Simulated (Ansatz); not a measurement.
BFGeH₃N (`F[B]1[NH][GeH2]1`). Total charge 0; spin multiplicity 1. The geometry is a stationary point of PBE0-D4/def2-TZVP.

```xyz
7

F     2.186   -0.590   -0.972
B     1.023   -0.290   -0.432
N     0.299   -0.582    0.682
Ge   -0.752    0.636   -0.372
H     0.355   -1.130    1.526
H    -2.084    0.005   -0.813
H    -1.028    1.950    0.381
```

What is the dipole moment at ωB97M-V/def2-TZVPP? (Best estimate.)

Ansatz gave: 1.47 D, with components (-1.09, -0.02, 0.99) D in this frame, pointing from negative to positive charge.

And with PBE, r2SCAN, B3LYP? (Estimate.)

Computed: PBE 1.43 D, r2SCAN 1.45 D, B3LYP 1.45 D.

Give the Mulliken charges with ωB97M-V, PBE, r2SCAN in def2-TZVPP. (Best estimate.)

Ansatz gave: 
```tsv
atom	ωB97M-V	PBE	r2SCAN
F1	-0.27	-0.23	-0.29
B2	0.41	0.33	0.43
N3	-0.31	-0.28	-0.34
Ge4	0.01	0.04	0.08
H5	0.13	0.16	0.16
H6	0.02	-0.01	-0.02
H7	0.02	-0.01	-0.02
```

B3LYP here is the variant with VWN-RPA as its local correlation; programs differ in this.
